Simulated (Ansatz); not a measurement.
```xyz
17

C     0.0010   -0.0253    0.0431
C     0.8453    0.8902    0.9151
C     0.8940   -0.9083   -0.9265
C    -0.8975    0.8371   -0.8730
C    -0.8736   -0.8530    0.8461
H     0.3215    1.5526    1.5348
H     1.5377    0.2280    1.5496
H     1.4850    1.5416    0.2670
H     0.2391   -1.5610   -1.5125
H     1.5217   -0.2358   -1.5620
H     1.4860   -1.5205   -0.2831
H    -1.4876    0.2568   -1.5398
H    -1.5706    1.5654   -0.2862
H    -0.2957    1.5783   -1.5426
H    -1.5488   -1.5642    0.3117
H    -0.2656   -1.5272    1.4850
H    -1.5459   -0.2995    1.5756
```

Basis set: cc-pVDZ (spherical functions). Left uncorrelated: 5 orbitals. Charge 0, multiplicity 1.

Computed with Ansatz (development build ahead of 0.2.0); each method stands on the lowest determinant of its kind that the runs found. Restricted open shells among the atoms or ions are ROHF, correlated in semicanonical orbitals with singles.

The atomization energy at this shape (free ground-state atoms in the same class of orbitals less the molecule, no zero-point energy) of singlet C₅H₁₂:

| method | atomization energy |
| --- | --- |
| RHF-MP2 | 1496.14 kcal/mol |

(1) What does RHF give?

Answers

(1) 1204.42 kcal/mol. Caution: the shape is not the minimum.
